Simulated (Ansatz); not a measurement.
`BN([SiH3])[SiH2][SiH3]` + `N[SiH](O)[SiH3]` → `N[SiH]([SiH3])O[SiH3]` + `BN[SiH2][SiH3]`  (ligand exchange at the Si–N bond)

Gas-phase electronic energies from Ansatz, PBE0-D4/def2-TZVP geometries. CBS: MP2 limit from def2 TZ/QZ plus the TZ coupled-cluster correction, frozen cores. Functionals use def2-TZVPP. B3LYP here is the variant with VWN-RPA as its local correlation; programs differ in this. One conformer a species, not always the lowest.

| level | ΔE (kJ/mol) | difference from CCSD(T)/CBS |
| --- | --- | --- |
| PBE-D4 | -57.2 | 3.5 |
| r2SCAN-D4 | -64.4 | -3.7 |
| PBE0-D4 | -59.5 | 1.2 |
| B3LYP-D4 | -67.0 | -6.3 |
| ωB97X-V | -63.2 | -2.5 |
| ωB97M-V | -61.1 | -0.4 |
| B2PLYP | -68.4 | -7.7 |
| PBE | -60.6 | 0.1 |
| r2SCAN | -64.9 | -4.2 |
| HF/def2-TZVPP | -82.3 | -21.6 |
| MP2/def2-TZVPP | -59.7 | 1.0 |
| CCSD/def2-TZVPP | -64.4 | -3.7 |
| CCSD(T)/def2-TZVPP | -61.3 | -0.6 |
| HF/def2-QZVPP | -83.2 | -22.5 |
| HF/CBS(def2) | -83.3 | -22.6 |
| CCSD/CBS(def2) | -63.8 | -3.1 |
| CCSD(T)/CBS | -60.7 | 0 |

Largest T1 diagnostic among the species: 0.013.

The D4 term adds +5.7 kJ/mol with B3LYP and +2.6 kJ/mol with PBE0; it sums over pairs of atoms, weighted by their polarisabilities, and B3LYP, whose exchange is more repulsive, gets the larger term. In def2-TZVPP, CCSD(T) changes the Hartree–Fock value by +21.0 kJ/mol (the triples alone add +3.2 kJ/mol) and MP2 by +22.7 kJ/mol.

CCSD(T)/CBS has its own doubt, a few kJ/mol and more with outer-core shells, so smaller differences from it don't rank the levels.
